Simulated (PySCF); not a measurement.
# TDDFT excited states: C2H9NOSSi

C2H9NOSSi.
InChI=1S/C2H9NOSSi/c1-4-6(3)5-2/h6H,3H2,1-2H3/t6-/m0/s1

Method used: PySCF, TDDFT PBE0/def2-SVPD, vertical, gas phase, core orbitals frozen in the response. The structure is a single GFN2-xTB conformer in the gas phase; no vibrational or solvent corrections. Torsions of this conformer, `[CH3:1][O:2][Si@H:3]([NH2:4])[S:5][CH3:6]`: C1–O2–Si3–N4 -58°, O2–Si3–S5–C6 -49°, H–N4–Si3–O2 -44°, H–N4–Si3–O2 -178°.

```csv
state,E (eV),λ (nm),ν̃ (cm⁻¹),f,|μ| (D),"main configurations (H = HOMO, L = LUMO)"
S1,5.46,227.3,44000,0.0006,0.17,H→L (92%)
S2,6.23,199.0,50260,0.031,1.14,"H→L+1 (68%), H→L+2 (26%)"
S3,6.51,190.6,52470,0.040,1.27,"H→L+2 (57%), H→L+1 (21%), H-1→L (14%)"
S4,6.57,188.7,53010,0.013,0.72,"H-1→L (82%), H→L+2 (9%)"
S5,6.95,178.5,56030,0.012,0.67,H→L+3 (91%)
S6,7.04,176.2,56750,0.010,0.63,"H→L+5 (63%), H→L+4 (19%)"
```

Triplets, Tamm–Dancoff:

```tsv
state	E (eV)	λ (nm)	main configurations (H = HOMO, L = LUMO)
T1	5.09	243.6	H→L (83%)
T2	6.03	205.6	H→L+2 (68%), H→L+1 (18%)
```

The lowest singlet comes at 227 nm (526 kJ/mol) in the ultraviolet; it is very weak; its leading configuration is HOMO→LUMO (92%). The strongest level in the table is S3 at 6.51 eV (191 nm, f = 0.040). Löwdin shares by element: HOMO sulfur 72%, carbon 11% or more, silicon 8%; LUMO sulfur 37%, silicon 14%, carbon 9% or more, nitrogen 8% (atoms not listed hold the other 33%). Orbital energies (eV): HOMO-3 -8.67, HOMO-2 -8.35, HOMO-1 -7.64, HOMO -6.63, LUMO 0.20, LUMO+1 0.63, LUMO+2 0.97. Of the 6 states listed, 5 reach f = 0.01 and none stays under 0.0005. Weighted by f, the mean energy of these states is 6.53 eV. No computed singlet lies in the visible range (380 to 750 nm); the lowest, at 227 nm, stands 2.19 eV above its violet end (3.26 eV). Singlets were solved by full linear response, triplets in the Tamm–Dancoff approximation.
